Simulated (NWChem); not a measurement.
Species: C2H3AlF2; SMILES [F][Al]([CH]=C)[F]

```xyz
8

Al    -0.0421     0.4761     0.0000
F     -0.9707     1.8477     0.0000
F      1.6032     0.6819     0.0000
C     -0.7692    -1.2998     0.0000
C      0.0499    -2.3637     0.0000
H     -1.8506    -1.4889     0.0000
H     -0.3264    -3.3947     0.0000
H      1.1415    -2.2586     0.0000
```
Atoms are numbered in this order, from 1.

Results from NWChem. Pople sets run with spherical d functions. Coordinates come from a PBE0/def2-SVP optimisation. Atomic charges in e: unrestrained fits to the electrostatic potential beside Mulliken populations; buried atoms are poorly determined by the fit.

Task: Predict the results for Hartree-Fock/6-31G*. Quantities: ESP Al1; Mulliken Al1; ESP F2; Mulliken F2; ESP F3; Mulliken F3; ESP C4; Mulliken C4; ESP C5; Mulliken C5; relative RMS misfit of the potential (%).

Result: 
```
Quantity                                  Result
----------------------------------------  ------
ESP Al1                                     1.36
Mulliken Al1                                1.40
ESP F2                                     -0.53
Mulliken F2                                -0.60
ESP F3                                     -0.51
Mulliken F3                                -0.61
ESP C4                                     -0.66
Mulliken C4                                -0.44
ESP C5                                     -0.08
Mulliken C5                                -0.33
relative RMS misfit of the potential (%)      21
```
